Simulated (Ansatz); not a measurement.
Molecule: AuCl, charge 0, multiplicity 1. SMILES: [Cl][Au]
Geometry from a B3LYP-D3(BJ)/def2-TZVP (Ansatz, an electronic-structure program) optimisation:
```
Au
Cl 1 2.2539
```

Parts of the frozen-core correlation energy in def2-QZVPP (Ansatz, hartree). Frozen orbitals: 9; correlated occupied orbitals by spin: 9 and 9; virtual: 140 and 140. Spin-orbit coupling is left out. In def2 rows, elements after Kr have scalar-relativistic effective core potentials.

| term | value |
|---|---|
| reference (HF) | -594.34155 |
| MP2 opposite-spin | -0.42439 |
| MP2 same-spin | -0.19221 |
| CCSD correlation | -0.59567 |
| (T) | -0.03014 |
| T1 diagnostic | 0.025 |
| largest doubles amplitude | 0.030 |
